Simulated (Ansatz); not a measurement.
The cluster Ti2Si, relaxed as a singlet with RKS PBE0-D4/def2-TZVP in Ansatz, starting from the GFN1-xTB geometry. Force threshold 0.02 eV/Å.

The restricted singlet is unstable towards broken spin symmetry at other levels; at PBE0-D4/def2-TZVP this wasn't settled. Another isomer (quintet) lies 0.94 eV lower at PBE0-D4/def2-TZVP; other spin states weren't run for this one.

Start:

Cartesian coordinates in Å:
```
Ti -0.833 0.476 -0.183
Ti -0.541 -1.867 0.735
Si 1.374 1.391 -0.553
```

| step | energy (eV) | largest force component (eV/Å) | SCF passes |
| --- | --- | --- | --- |
| 1 | -54085.1362 | 1.951 | 78 |
| 2 | -54085.8107 | 2.102 | 54 |
| 3 | -54086.4304 | 1.759 | 51 |
| 4 | -54086.8660 | 1.181 | 57 |
| 5 | -54087.4243 | 1.103 | 66 |
| 6 | -54087.7476 | 0.668 | 54 |
| 7 | -54087.7622 | 0.307 | 43 |
| 8 | -54087.7729 | 0.037 | 37 |
| 9 | -54087.7729 | 0.008 | 26 |

Force components are those of the run's own axes.

End:

```xyz
3

Ti   -1.1790    0.5651   -0.2164
Ti    0.0290   -1.2333    0.4841
Si    1.1501    0.6681   -0.2677
```

Bonds formed: Ti2–Si3 (atoms count from 1). The end is the same structure that another start reached, the lowest one found.

No frequencies were taken in this run, so the end may be a saddle point.

It took 19 s on 4 threads of Arm Neoverse V2 on a shared host.
